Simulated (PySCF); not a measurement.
NMR data sheet: C$_{8}$H$_{10}$O

```
Formula                               : C8H10O
SMILES                                : C#C[C@@H]1[C@@H](C)[C@H]1[C@H]1CO1
InChI                                 : InChI=1S/C8H10O/c1-3-6-5(2)8(6)7-4-9-7/h1,5-8H,4H2,2H3/t5-,6-,7-,8-/m1/s1
Point group of the computed structure : C1
Degrees of unsaturation               : 4
Carbon signals                        : 8
Proton signals                        : 8
```

Molfile (atoms numbered from 1):
```
C8H10O
     RDKit          3D

 19 20  0  0  0  0  0  0  0  0999 V2000
   -2.2190    2.7535   -0.2752 C   0  0  0  0  0  0  0  0  0  0  0  0
   -1.5960    1.7402   -0.4195 C   0  0  0  0  0  0  0  0  0  0  0  0
   -0.8521    0.5306   -0.5574 C   0  0  2  0  0  0  0  0  0  0  0  0
   -1.0373   -0.5909    0.4352 C   0  0  1  0  0  0  0  0  0  0  0  0
   -1.0692   -2.0254   -0.0269 C   0  0  0  0  0  0  0  0  0  0  0  0
    0.2328    0.2144    0.4515 C   0  0  1  0  0  0  0  0  0  0  0  0
    1.5342   -0.3459   -0.0159 C   0  0  1  0  0  0  0  0  0  0  0  0
    2.7622    0.4522    0.0626 C   0  0  0  0  0  0  0  0  0  0  0  0
    2.5162   -0.6004    0.9492 O   0  0  0  0  0  0  0  0  0  0  0  0
   -2.7671    3.6408   -0.1661 H   0  0  0  0  0  0  0  0  0  0  0  0
   -0.6552    0.2469   -1.5856 H   0  0  0  0  0  0  0  0  0  0  0  0
   -1.7182   -0.3878    1.2542 H   0  0  0  0  0  0  0  0  0  0  0  0
   -0.5587   -2.1499   -0.9786 H   0  0  0  0  0  0  0  0  0  0  0  0
   -0.5885   -2.6684    0.7088 H   0  0  0  0  0  0  0  0  0  0  0  0
   -2.0995   -2.3543   -0.1498 H   0  0  0  0  0  0  0  0  0  0  0  0
    0.3491    0.9130    1.2725 H   0  0  0  0  0  0  0  0  0  0  0  0
    1.4748   -1.0932   -0.8041 H   0  0  0  0  0  0  0  0  0  0  0  0
    2.7227    1.4471    0.4915 H   0  0  0  0  0  0  0  0  0  0  0  0
    3.5590    0.2866   -0.6538 H   0  0  0  0  0  0  0  0  0  0  0  0
  1  2  3  0
  2  3  1  0
  3  4  1  0
  4  5  1  0
  4  6  1  0
  6  7  1  0
  7  8  1  0
  8  9  1  0
  6  3  1  0
  9  7  1  0
  1 10  1  0
  3 11  1  6
  4 12  1  1
  5 13  1  0
  5 14  1  0
  5 15  1  0
  6 16  1  1
  7 17  1  6
  8 18  1  0
  8 19  1  0
M  END
```

All values are calculated (PySCF 2.14.0 with density-fitted response routines): shielding tensors at PBE0/pcSseg-1 (GIAO), structure optimised with GFN2-xTB. Single conformer, no relativistic terms, no solvent model, equivalent nuclei averaged.

Referencing at the same level of theory: ¹H (σ = 31.72 ppm) and ¹³C (σ = 186.93 ppm) against TMS; ¹⁷O (σ = 336.08 ppm) against H2O.

| carbon | δC, type | δH (multiplicity) | HMBC from (2–3 bonds) | span of the C tensor (ppm) |
| --- | --- | --- | --- | --- |
| C1 | 70.6, CH | 1.17 (d) | H11 | 220 |
| C2 | 91.0, C | – | H12, H10, H11, H16 | 305 |
| C3 | 13.4, CH | 0.78 (m) | H17, H12, H13/H14/H15, H10, H16 | 71 |
| C4 | 25.3, CH | 1.32 (m) | H17, H13/H14/H15, H11, H16 | 65 |
| C5 | 15.3, CH3 | 1.32 (m) | H12, H11, H16 | 31 |
| C6 | 33.1, CH | 0.63 (m) | H19, H18, H17, H12, H13/H14/H15, H11 | 77 |
| C7 | 48.0, CH | 2.14 (m) | H19, H18, H12, H11, H16 | 103 |
| C8 | 43.8, CH2 | H18 2.43 (m); H19 2.61 (m) | H17, H16 | 83 |

Other nuclei:
| atoms | nucleus | environment | δ (ppm) | σ (ppm) |
| --- | --- | --- | --- | --- |
| O9 | ¹⁷O | ether oxygen | 20.4 | 315.7 |

Carbon types of the structure: 1 × C, 5 × CH, 1 × CH2, 1 × CH3, which accounts for all hydrogens. δC 91.0: alkyne carbon; the triple bond shields along its axis, which puts it between sp3 and sp2 carbons. δC 70.6: terminal alkyne carbon; the triple bond shields along its axis, which puts it between sp3 and sp2 carbons. δC 33.1, 25.3, 13.4: three-membered-ring carbon. δH 2.61, 2.43, 2.14: hydrogen on an epoxide ring carbon; its carbon carries O, hence the downfield position. δH 1.32: hydrogen on a methyl carbon; far from electronegative atoms and π systems.

Shifts are as computed. Against solution values, carbons near 30 ppm lie about +3 ppm off and those near 130 ppm about +5 ppm. Of 1211 compounds with measured shifts, 218 miss one by over three times the rms of a fit or turn the order of signals round; such compounds aren't used in these exercises. Experimental scales use liquid or dissolved standards, which lie at an offset from isolated H2O (liquid H2O: subtract about 36 ppm). Multiplicities follow the n + 1 count of equivalent neighbours, as no J values were calculated; m marks all less simple cases, F and P coupling included.
